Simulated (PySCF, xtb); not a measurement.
Ga(Me)(NH2)2 (CH₇GaN₂), SMILES [CH3][Ga]([NH2])[NH2].

GFN2-xTB (xtb 6.7.1) at its own geometry gives an orbital gap of 4.17 eV and a dipole moment of 0.78 D.

Geometry: TPSSh-D3(BJ)/def2-SVP. The structure was generated by enumeration; whether it is a known compound was not checked. One conformer was computed; it need not be the lowest.

What does PBE/def2-TZVP run with PySCF give? (Estimate from the structure and the level; the computed values follow.)

gap 4.72 eV (levels -5.15 and -0.43 eV), dipole 0.27 D.
